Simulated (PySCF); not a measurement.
These 4 structures share the formula C2H7FSi2. Computed with PBE0-D3(BJ)/def2-SVP geometry optimisation, gas phase (PySCF). Energies are electronic, without zero-point or thermal terms, for one conformer each. No frequencies were run at this level. Point groups hold within 0.08 Å.

Question: Rank from lowest to highest electronic energy at this level (kcal/mol).
A. `[F:1][C@H:2]1[CH2:3][SiH2:4][SiH2:5]1` with F1–C2–C3–Si4 157°, C2–C3–Si4–Si5 -25°, C3–Si4–Si5–C2 20°, F1–C2–Si5–Si4 -149°
B. `[CH2:1]=[CH:2][Si@H:3]([F:4])[SiH3:5]` with C1–C2–Si3–F4 122°
C. `F[C@@H]1C[Si@H]1[SiH3]`
D. `[F:1][SiH2:2]/[CH:3]=[CH:4]/[SiH3:5]` with F1–Si2–C3–C4 0°

Answer: B (0.0), D (0.9), A (32.1), C (48.6).

As drawn, the lowest has an Si–F bond and a C=C bond outside aromatic rings, which the highest lacks; the highest has a three-membered ring, which the lowest lacks. Neighbours under 2.5 kcal/mol apart (C=C[Si@H](F)[SiH3] and F[SiH2]/C=C/[SiH3]) can change places with a better method, another conformer or zero-point energy.

```json
{"SMILES": "C=C[Si@H](F)[SiH3]", "E (Eh)": "-758.52465", "E rel (kcal/mol)": "0.0", "dipole (D)": "1.91", "point group": "C1", "A, B, C (MHz)": "3140, 2428, 1522"}
{"SMILES": "F[SiH2]/C=C/[SiH3]", "E (Eh)": "-758.52318", "E rel (kcal/mol)": "0.9", "dipole (D)": "1.31", "point group": "near Cs", "A, B, C (MHz)": "9240, 1137, 1037"}
{"SMILES": "F[C@H]1C[SiH2][SiH2]1", "E (Eh)": "-758.47347", "E rel (kcal/mol)": "32.1", "dipole (D)": "1.48", "point group": "C1", "A, B, C (MHz)": "4695, 2426, 1736"}
{"SMILES": "F[C@@H]1C[Si@H]1[SiH3]", "E (Eh)": "-758.44713", "E rel (kcal/mol)": "48.6", "dipole (D)": "1.58", "point group": "C1", "A, B, C (MHz)": "7466, 1419, 1372"}
```

Q: As an exercise, what shares would exp(−E/RT) give at 2000 K from these electronic energies alone (no entropy, no degeneracies)?

A: RT = 3.974 kcal/mol: C=C[Si@H](F)[SiH3] 55.8 %, F[SiH2]/C=C/[SiH3] 44.2 %, F[C@H]1C[SiH2][SiH2]1 under 0.1 %, F[C@@H]1C[Si@H]1[SiH3] under 0.1 %.
